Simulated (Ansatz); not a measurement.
Program: Ansatz. Geometries: PBE0-D4/def2-TZVP. ΔE: electronic, gas phase. CCSD(T)/CBS is the MP2 limit (def2-TZVPP, def2-QZVPP) plus CCSD(T) − MP2 in def2-TZVPP, frozen cores. DFT in def2-TZVPP. def2 core potentials past Kr. For Au, Br outer-core shells are correlated without core-valence functions, which leaves a few kJ/mol of doubt a bond. Scalar relativity is left out up to krypton.

`[Au][Au]` + Br₂ → 2 `[Br][Au]`  (formal exchange of groups at the Au–Au bond)

```csv
species,revPBE energy (Eh)
`[Au][Au]`,-271.66755
Br₂,-5147.86320
`[Br][Au]`,-2709.78135
```

**Question.** Work out ΔE.

**Answer.** ΔE = 2 × (-2709.78135) − (-271.66755) − (-5147.86320) = -0.03195 Eh = -0.87 eV. CCSD(T)/CBS gives -1.10 eV.

**Question.** What do rigid-rotor, harmonic-oscillator terms from PBE0-D4/def2-TZVP frequencies (298.15 K, 1 bar) make of the CCSD(T)/CBS value? (An estimate is asked.)

**Answer.** The calculation gave: ΔZPE = 0.00 eV, ΔH = -1.10 eV, ΔS = 11 J/(mol·K), ΔG = -1.13 eV.

Largest T1 diagnostic among the species: 0.022, so the coupled-cluster value is less sure than usual.

At CCSD(T), def2-SVP lies +0.07 eV from the extrapolated value and def2-TZVPP −0.03 eV. From r2SCAN to r2SCAN0 (25 % exact exchange), in def2-TZVPP and without D4, ΔE moves by −0.13 eV. In def2-TZVPP, CCSD(T) changes the Hartree–Fock value by +0.58 eV (the triples alone add +0.06 eV) and MP2 by +0.85 eV.
